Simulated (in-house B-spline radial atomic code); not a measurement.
Results of a calculation; reference values are marked as such.
Hot electrons crossing n-type InAs, n = 3.39e16 cm⁻³: losses to the electron gas

For InAs the NSM archive of the Ioffe Institute lists m* = 0.023 m0, ε = 15.15 and an optical phonon energy of 30 meV.

The electrons form a uniform gas at zero temperature with Lindhard's dielectric function (RPA). An added electron of energy E, from the band bottom, collides once per mean free path λ, with 1/λ = (1/πE) ∫dω ∫dq/q Im(−1/ε(q, ω)), in atomic (or effective) units, with ω up to E − E_F and q between √(2E) ∓ √(2(E − ω)); electron-hole pairs and the plasmon pole are integrated apart. No exchange between the two electrons. One parabolic band and the static dielectric constant; phonons, their coupling to plasmons and impurity scattering are left out.

(1) Find the scales.

```json
{"E − E_F (meV)": "8.3", "λ (nm)": "1960", "share of plasmon losses": "0.00", "lifetime (fs)": "3170"}
{"E − E_F (meV)": "12.5", "λ (nm)": "1140", "share of plasmon losses": "0.00", "lifetime (fs)": "1710"}
{"E − E_F (meV)": "16.6", "λ (nm)": "746", "share of plasmon losses": "0.00", "lifetime (fs)": "1050"}
{"E − E_F (meV)": "21.6", "λ (nm)": "364", "share of plasmon losses": "0.26", "lifetime (fs)": "476"}
{"E − E_F (meV)": "26.6", "λ (nm)": "306", "share of plasmon losses": "0.32", "lifetime (fs)": "377"}
{"E − E_F (meV)": "33.2", "λ (nm)": "290", "share of plasmon losses": "0.37", "lifetime (fs)": "333"}
{"E − E_F (meV)": "41.5", "λ (nm)": "294", "share of plasmon losses": "0.41", "lifetime (fs)": "312"}
{"E − E_F (meV)": "53.1", "λ (nm)": "311", "share of plasmon losses": "0.45", "lifetime (fs)": "301"}
{"E − E_F (meV)": "66.4", "λ (nm)": "337", "share of plasmon losses": "0.48", "lifetime (fs)": "299"}
```

(2) Electrons are injected 33.2 meV above E_F into a base 50 nm thick. What share crosses without exciting the gas, and how long does the crossing take?

Results:

(1) a* = 34.86 nm and Ha* = 2.727 meV, and this density means r_s = 0.55. k_F = 1.91916/r_s = 3.4894, so E_F = 16.6 meV, and the zero-temperature picture needs T well below 190 K. ω_p = √(3/r_s³) = 4.246 Ha* = 11.6 meV, 0.39 times the phonon energy. Plasmon emission opens at E − E_F = 17.8 meV.

(2) exp(−50/290) = 0.842. The speed is √(2E) = 6.044 in units of Ha* a*/ħ, or 0.873 nm/fs, so the transit takes 57.3 fs, against a lifetime of 333 fs. Phonon and impurity scattering lower the share further.
